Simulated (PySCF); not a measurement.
**Correlation energy of Te(2+) (tellurium, charge +2)**

[Kr] 4d10 5s1 5p2 5d1, one real determinant (an excited configuration). Calculation: PySCF 2.14, in x2c-TZVPPall with one added diffuse shell each of s, p, d, f type (9s7p5d3f, 76 functions); the spin-free X2C one-electron Hamiltonian (Gaussian nucleus). Frozen: [Kr] 4d10; 4 electrons correlated.

```csv
level,correlation energy (mhartree)
CCSD,-37.50
(T),-3.95
CCSD(T),-41.45
```

Diagnostics: T1 = 0.097, D1 = 0.2720, largest double amplitude 0.457.

The real determinant used has ⟨L²⟩ near 8 against 12 for a pure F term, so it mixes terms. The outer electron is Rydberg-like, and this basis confines it to a smaller radius and binds it less than a complete one would. T1 exceeds 0.03, a sign that the reference determinant is poor. A double-excitation amplitude exceeds 0.15, a sign of near-degeneracy.

Cost of the coupled-cluster step: roughly 2 core-seconds, for 4 correlated electrons.

Iterations:

```
CC2 = 0
CCSD nocc = (np.int64(4), np.int64(0)), nmo = (53, 53)
frozen orbitals [[0, 1, 2, 3, 4, 5, 6, 7, 8, 9, 10, 11, 12, 13, 14, 15, 16, 17, 18, 19, 20, 21, 22], [0, 1, 2, 3, 4, 5, 6, 7, 8, 9, 10, 11, 12, 13, 14, 15, 16, 17, 18, 19, 20, 21, 22]]
max_cycle = 100
direct = 0
conv_tol = 1e-08
conv_tol_normt = 1e-06
diis_space = 8
diis_start_cycle = 0
Init t2, MP2 energy = -0.0168080880963896
Init E_corr(UCCSD) = -0.0168080881023498
cycle = 1  E_corr(UCCSD) = -0.0218703278852984  dE = -0.00506223978  norm(t1,t2) = 0.0502073
cycle = 2  E_corr(UCCSD) = -0.023970795917068  dE = -0.00210046803  norm(t1,t2) = 0.0387514
cycle = 3  E_corr(UCCSD) = -0.0276370117684252  dE = -0.00366621585  norm(t1,t2) = 0.0353466
cycle = 4  E_corr(UCCSD) = -0.0327197398442385  dE = -0.00508272808  norm(t1,t2) = 0.0301723
cycle = 5  E_corr(UCCSD) = -0.035642123746611  dE = -0.0029223839  norm(t1,t2) = 0.0210008
cycle = 6  E_corr(UCCSD) = -0.0375164977143345  dE = -0.00187437397  norm(t1,t2) = 0.0119832
cycle = 7  E_corr(UCCSD) = -0.0370828621255455  dE = 0.000433635589  norm(t1,t2) = 0.00431374
cycle = 8  E_corr(UCCSD) = -0.0373784216302613  dE = -0.000295559505  norm(t1,t2) = 0.00316355
cycle = 9  E_corr(UCCSD) = -0.0375685264550707  dE = -0.000190104825  norm(t1,t2) = 0.000600952
cycle = 10  E_corr(UCCSD) = -0.0374505724043089  dE = 0.000117954051  norm(t1,t2) = 0.000328054
cycle = 11  E_corr(UCCSD) = -0.0374949706815326  dE = -4.43982772e-05  norm(t1,t2) = 0.00022038
cycle = 12  E_corr(UCCSD) = -0.0374964674932525  dE = -1.49681172e-06  norm(t1,t2) = 7.80185e-06
cycle = 13  E_corr(UCCSD) = -0.0374965737143253  dE = -1.06221073e-07  norm(t1,t2) = 1.10604e-06
cycle = 14  E_corr(UCCSD) = -0.0374965547269706  dE = 1.89873548e-08  norm(t1,t2) = 1.77958e-07
cycle = 15  E_corr(UCCSD) = -0.0374965551561818  dE = -4.29211264e-10  norm(t1,t2) = 6.34046e-08
UCCSD converged
E(UCCSD) = -6789.225555424551  E_corr = -0.03749655515618184
UCCSD(T) correction = -0.00395003235311406
```

The reference is one real determinant that mixes LS terms of this configuration.
